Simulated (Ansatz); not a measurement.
Input file for Ansatz (a quantum-chemistry and plane-wave program): R-B97M-V/def2-TZVPP on CH5GaO (SMILES [CH3][GaH][OH]).

Ansatz 0.2 input:
```yaml
crystal:
  periodic: [false, false, false]
  atoms:
    - {symbol: C, position_ang: [-1.28019208, -0.19413926, -0.00150824]}
    - {symbol: Ga, position_ang: [0.56245374, 0.48688666, -0.03044402]}
    - {symbol: O, position_ang: [1.81778480, -0.80607457, 0.08752417]}
    - {symbol: H, position_ang: [-1.83111913, 0.22793260, 0.84088447]}
    - {symbol: H, position_ang: [-1.80745781, 0.08941904, -0.91411168]}
    - {symbol: H, position_ang: [-1.27613375, -1.27987117, 0.08418491]}
    - {symbol: H, position_ang: [1.09012665, 1.96176739, -0.13926578]}
    - {symbol: H, position_ang: [2.72453759, -0.48592070, 0.07273614]}
basis:
  gaussian:
    orbitals: def2-TZVPP
hamiltonian:
  xc: {name: B97M-V}
scf: {lower_state_search: off}
```

It printed:

```
WARN ansatz: RAYON_NUM_THREADS=1 ignored (pool sized by the plan → 1); use --threads N
Functional definition: B97M-V
these checks for a lower state are left out or cut short: stability, starts, cluster_reference, orbital_swaps, neighbouring_geometries, increment
integrals: 0.10 GiB planned
994 factors; their error is unknown
mean field: 0.72 GiB planned
mean field evaluation 1: about -55521.9160 eV, gradient 8.3e1 eV
mean field evaluation 2: about -55454.1915 eV, gradient 1.8e2 eV
mean field evaluation 4: about -55534.7446 eV, gradient 1.4e1 eV
mean field evaluation 8: about -55535.1716 eV, gradient 6.9e-2 eV
mean field evaluation 16: about -55535.1597 eV, gradient 4.0e-5 eV
mean field -55535.15972822 eV, -2040.8794769288 hartree, gradient 8.4e-6 eV, S^2 0.000000; 0 other end points of the search recorded, 0 dependent functions left out
reference -55535.15978571 eV, -2040.8794790417 hartree; 25, 25 occupied and 155, 155 virtual orbitals, 994 factors
Total energy: -55535.15978571 eV, -2040.8794790417 hartree
Checks for a lower state left out: stability, starts, cluster_reference, orbital_swaps, neighbouring_geometries, increment
```

The run converged.

Cost: around 7 core-seconds (rough).
